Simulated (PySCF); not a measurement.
HO2, SMILES [O]O, multiplicity 2.

Coordinates come from a B3LYP-D3(BJ)/def2-TZVPD optimisation. The isomer is the one that the SMILES or the coordinates give; other isomers of the formula were not compared.

Computed with TDA-PBE/def2-TZVPD run with PySCF 2.14.0.

Vertical excitations. Isolated molecule, no solvent.

Computed UV-visible absorptions:
| state | energy (eV) | λ (nm) | f | main pairs |
|---|---|---|---|---|
| root 1 | 1.30 | 951 | 0.000 | β HOMO→LUMO 100 % |
| root 2 | 5.29 | 234 | 0.002 | α HOMO→LUMO 16 %, β HOMO→LUMO+1 83 % |
| root 3 | 5.78 | 215 | 0.014 | α HOMO→LUMO 82 %, β HOMO→LUMO+1 16 % |
| root 4 | 5.91 | 210 | 0.001 | α HOMO−1→LUMO 99 % |
| root 5 | 6.53 | 190 | 0.001 | α HOMO→LUMO+1 37 %, β HOMO→LUMO+2 60 % |
| root 6 | 6.65 | 186 | 0.075 | β HOMO−1→LUMO 85 % |
| root 7 | 6.70 | 185 | 0.000 | β HOMO−2→LUMO 98 % |
| root 8 | 7.17 | 173 | 0.003 | α HOMO−1→LUMO+1 99 % |
| root 9 | 7.18 | 173 | 0.019 | α HOMO→LUMO+1 59 %, β HOMO→LUMO+2 37 % |
| root 10 | 7.89 | 157 | 0.004 | α HOMO→LUMO+3 5 %, β HOMO→LUMO+3 93 % |
Unrestricted roots are not spin-pure.
